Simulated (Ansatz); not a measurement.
Geometry optimisation, DFT PBE-D3(BJ), scalar-relativistic, plane waves, PAW (Ansatz).

input.yaml

```yaml
crystal:
  lattice:
    - [0.0, 5.43, 5.43]
    - [5.43, 0.0, 5.43]
    - [5.43, 5.43, 0.0]
  atoms:
    - { symbol: Si, position: [0.0, 0.0, 0.0] }
    - { symbol: Si, position: [0.125, 0.125, 0.125] }
    - { symbol: Si, position: [0.0, 0.0, 0.5] }
    - { symbol: Si, position: [0.125, 0.125, 0.625] }
    - { symbol: Si, position: [0.0, 0.5, 0.0] }
    - { symbol: Si, position: [0.125, 0.625, 0.125] }
    - { symbol: Si, position: [0.0, 0.5, 0.5] }
    - { symbol: Si, position: [0.125, 0.625, 0.625] }
    - { symbol: Si, position: [0.5, 0.0, 0.0] }
    - { symbol: Si, position: [0.625, 0.125, 0.125] }
    - { symbol: Si, position: [0.5, 0.0, 0.5] }
    - { symbol: Si, position: [0.625, 0.125, 0.625] }
    - { symbol: Si, position: [0.5, 0.5, 0.0] }
    - { symbol: Si, position: [0.625, 0.625, 0.125] }
    - { symbol: Si, position: [0.5, 0.5, 0.5] }
    - { symbol: Si, position: [0.625, 0.625, 0.625] }
    - { symbol: O, position: [0.0663224, 0.8041319, 0.320779], spin: 1.0 }
magnetization:
  spin_polarized: true
basis:
  ecutwfc: 420.0
kpoints:
  mp_grid: { grid: [2, 2, 2] }
hamiltonian:
  xc: pbe
  dispersion: d3bj
  pseudopotentials: { kind: paw, azcp: { folder: soft_1 } }
scf:
  occupations: { method: fermi_dirac, width: 0.05 }
  lower_state_search: "off"
relax:
  f_tol: 0.03
  max_steps: 60
  adjacent_minimum: "off"
```

Command:

```bash
$ ansatz run input.yaml --threads 2 --pin off --max-ram 5120MiB --backend cpu --events-out ev --progress --plain --runs-dir out
```

Task: Where does it end, and by what steps?

Result: The forces met the threshold. The force dipped under the threshold on the way, but the program's further checks kept it going. Limits of this set-up: coarse k mesh, a small cell, in which the defect meets its images. After 12 steps the energy has fallen by 2.413 eV; O17 moved furthest, 0.88 Å.

```json
{"step": "0", "energy less start (eV)": "0.0000", "largest force component (eV/Å)": "0.324", "accepted": "yes"}
{"step": "1", "energy less start (eV)": "-0.0284", "largest force component (eV/Å)": "0.508", "accepted": "yes"}
{"step": "2", "energy less start (eV)": "-0.1775", "largest force component (eV/Å)": "1.303", "accepted": "yes"}
{"step": "3", "energy less start (eV)": "-0.4862", "largest force component (eV/Å)": "1.180", "accepted": "yes"}
{"step": "4", "energy less start (eV)": "-0.9131", "largest force component (eV/Å)": "1.860", "accepted": "yes"}
{"step": "5", "energy less start (eV)": "-1.7842", "largest force component (eV/Å)": "1.539", "accepted": "yes"}
{"step": "6", "energy less start (eV)": "-2.3306", "largest force component (eV/Å)": "0.673", "accepted": "yes"}
{"step": "7", "energy less start (eV)": "-2.3981", "largest force component (eV/Å)": "0.268", "accepted": "yes"}
{"step": "8", "energy less start (eV)": "-2.4114", "largest force component (eV/Å)": "0.026", "accepted": "yes"}
{"step": "9", "energy less start (eV)": "-2.4114", "largest force component (eV/Å)": "0.026", "accepted": "yes"}
{"step": "10", "energy less start (eV)": "-2.4122", "largest force component (eV/Å)": "0.104", "accepted": "yes"}
{"step": "11", "energy less start (eV)": "-2.4130", "largest force component (eV/Å)": "0.010", "accepted": "yes"}
{"step": "12", "energy less start (eV)": "-2.4130", "largest force component (eV/Å)": "0.010", "accepted": "yes"}
```

```xyz
17
Lattice="0.0000 5.4300 5.4300 5.4300 0.0000 5.4300 5.4300 5.4300 0.0000" Properties=species:S:1:pos:R:3
Si -0.018 0.024 -0.007
Si 1.375 1.368 1.337
Si 2.957 2.793 0.271
Si 4.246 4.201 1.609
Si 2.541 -0.248 2.590
Si 3.831 1.091 3.997
Si 5.239 2.414 2.698
Si 6.980 4.090 4.375
Si 0.017 2.705 2.713
Si 1.339 4.078 4.085
Si 2.706 5.508 2.819
Si 4.098 6.861 4.152
Si 2.689 2.638 5.359
Si 4.080 3.971 6.712
Si 5.434 5.438 5.449
Si 6.784 6.769 6.780
O 6.109 2.702 4.087
```

Time of the run: 82 s on 2 threads of Arm Neoverse V2 (shared host), peak memory 0.69 GiB.
